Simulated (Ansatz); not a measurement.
`[Cl][SnH]([Cl])[Cl]` + CH₃OH → `C[O][SnH]([Cl])[Cl]` + HCl at 298.15 K and 1 bar (ligand exchange at the Sn–Cl bond).

Program: Ansatz. Geometries: PBE0-D4/def2-TZVP. ΔE: electronic, gas phase. CBS: MP2 limit from def2 TZ/QZ plus the TZ coupled-cluster correction, frozen cores. This one scheme is used for every species. def2 core potentials past Kr. For Sn outer-core shells are correlated without core-valence functions, which leaves a few kJ/mol of doubt a bond. One conformer a species, not always the lowest.

```json
{"species": "`[Cl][SnH]([Cl])[Cl]`", "CCSD(T)/CBS energy (Eh)": "-1594.09169", "H − E (kJ/mol)": "46.6", "S (J/(mol·K))": "345.5"}
{"species": "CH₃OH", "CCSD(T)/CBS energy (Eh)": "-115.61712", "H − E (kJ/mol)": "146.3", "S (J/(mol·K))": "238.2"}
{"species": "`C[O][SnH]([Cl])[Cl]`", "CCSD(T)/CBS energy (Eh)": "-1249.30688", "H − E (kJ/mol)": "158.0", "S (J/(mol·K))": "392.6"}
{"species": "HCl", "CCSD(T)/CBS energy (Eh)": "-460.38127", "H − E (kJ/mol)": "26.6", "S (J/(mol·K))": "186.8"}
```

H − E and S are ideal-gas, rigid-rotor, harmonic terms from PBE0-D4/def2-TZVP, for one conformer and one mirror image of each species. 1 Eh = 2625.50 kJ/mol, R = 8.31446 J/(mol·K).

**Question.** By hand: ΔE, ΔH, ΔS and ΔG.

**Answer.** ΔE = (-1249.30688) + (-460.38127) − (-1594.09169) − (-115.61712) = 0.02066 Eh = 54.2 kJ/mol. Δ(H − E) = 158.0 + 26.6 − 46.6 − 146.3 = -8.3, so ΔH = 45.9 kJ/mol. ΔS = 392.6 + 186.8 − 345.5 − 238.2 = -4.3 J/(mol·K). ΔG = 45.9 − 298.15 × (-4.3)/1000 = 47.2 kJ/mol.

**Question.** By hand: the equilibrium constant, and the temperature at which ΔG would vanish if ΔH and ΔS stayed fixed.

**Answer.** log₁₀ K = −ΔG/(RT ln 10) = -8.3. ΔH and −TΔS have one sign here, so there is no such temperature.

The number of gas molecules stays the same, so ΔS is small and ΔH decides. A doubt of 5 kJ/mol in ΔE shifts log₁₀ K by 0.9 here. Other conformers and mirror images would add mixing entropy, several J/(mol·K) or more a flexible species. Modes under 60 cm⁻¹, often nearly free rotors, make the harmonic entropy too high. These are equilibria of isolated gas molecules and say nothing of rates. Largest T1 diagnostic: 0.013 (customary marks: 0.02 for closed shells, 0.045 for open ones).

ΔS is within the doubt of such terms, so its sign, and with it that verdict, could turn.
